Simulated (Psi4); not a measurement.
Psi4 input (wB97X-D/6-311+G**):

```
memory 1500 MB

molecule {
1 1
O     1.11431100    1.53848400   -0.36773100
B     0.83003500    0.27962000   -0.05095500
O     2.12634800   -0.45790700    0.17165300
O    -0.21675800   -0.48428100    0.11914500
Si   -1.92313900   -0.41022900    0.05690500
H     0.39590200    2.15718100   -0.54513400
H     2.99220900   -0.02467200    0.08207200
H     2.14977400   -1.39801700    0.41418500
H    -2.25414500    0.98038500   -0.30934800
H    -2.38071900   -0.76366300    1.40650600
H    -2.32045900   -1.37647200   -0.97471000
symmetry c1
no_reorient
no_com
}

set {
  basis 6-311+G**
  reference rks
  scf_type df
  df_basis_scf def2-universal-jkfit
  dft_radial_points 99
  dft_spherical_points 590
  e_convergence 1e-8
  d_convergence 1e-7
  maxiter 150
}

e = energy('wb97x-d')
print_out(f'\nFINAL {e:.10f} DIPOLE {variable("CURRENT DIPOLE")[0]:.6f} {variable("CURRENT DIPOLE")[1]:.6f} {variable("CURRENT DIPOLE")[2]:.6f}\n')
```

From the output:

```
    One-Electron Energy =               -1195.0084703664185781
    Two-Electron Energy =                 459.6756924077500912
    DFT Exchange-Correlation Energy =     -37.4285843441718384
    Empirical Dispersion Energy =          -0.0035480276533749
    VV10 Nonlocal Energy =                  0.0000000000000000
    Total Energy =                       -543.5262735311146116

Computation Completed

Properties will be evaluated at   0.000000,   0.000000,   0.000000 [a0]

Properties computed using the SCF density matrix

 Multipole Moments:

 ------------------------------------------------------------------------------------
     Multipole            Electronic (a.u.)      Nuclear  (a.u.)        Total (a.u.)
 ------------------------------------------------------------------------------------

 L = 1.  Multiply by 2.5417464519 to convert [e a0] to [Debye]
 Dipole X            :          1.7866913           -0.0000019            1.7866894
 Dipole Y            :         -0.2879943            0.0000076           -0.2879867
 Dipole Z            :          0.1193257            0.0000038            0.1193295
 Magnitude           :                                                    1.8136799

 ------------------------------------------------------------------------------------

FINAL -543.5262735311 DIPOLE 1.786689 -0.287987 0.119330

*** Psi4 exiting successfully. Buy a developer a beer!
```

The dipole moment of an ion depends on the origin.

The geometry given is a B3LYP-D3(BJ)/def2-TZVP minimum.
